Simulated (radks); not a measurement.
Species: the tungsten ion W32+. Configuration: [Kr] 4d6. Calculated with a radial shooting solver on a logarithmic mesh with Libxc functionals: Dirac Kohn-Sham, PBE, spin-unpolarised, spherical densities, point nucleus; open shells are shared between the two j in proportion to 2j + 1.

Spin-orbit splittings of the eigenvalues, e(l+1/2) - e(l-1/2), with zeta = 2 splitting/(2l+1) and mean radii in bohr:

shell,occ.,splitting (eV),zeta (eV),<r> j=l-1/2,<r> j=l+1/2
2p,6,1352,901.5,0.06366,0.07162
3p,6,296.9,197.9,0.1893,0.2035
3d,10,64.63,25.85,0.1780,0.1824
4p,6,86.31,57.54,0.4144,0.4373
4d,6,18.08,7.232,0.4302,0.4368
5p,0,33.92,22.61,0.7495,0.7802
